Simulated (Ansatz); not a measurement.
```yaml
atoms:
  - { symbol: S, position_ang: [0.0000, 0.0000, 0.0000] }
  - { symbol: H, position_ang: [0.0000, 0.0000, 2.9920] }
  - { symbol: Al, position_ang: [0.0000, 4.5062, -2.1013] }
```

Basis set: pcseg-2 (spherical functions). Charge 0, multiplicity 1.

Computed with Ansatz (development build ahead of 0.2.0); each method stands on the lowest determinant of its kind that the runs found.

The atomization energy at this shape (free ground-state atoms in the same class of orbitals less the molecule, no zero-point energy) of singlet AlHS:

| method | atomization energy |
| --- | --- |
| UHF | 1.03 kcal/mol |
| RHF | -87.87 kcal/mol |

Task: What does PBE (unrestricted) give?

Result: 17.50 kcal/mol. Caution: the shape is not the minimum. Caution for PBE (unrestricted): charge can spread falsely over distant fragments. Caution for PBE (unrestricted), UHF: the unrestricted determinant is a mixture of spin states. Caution for RHF: an unrestricted determinant lies well below; the molecule lies well above its atoms at this level.
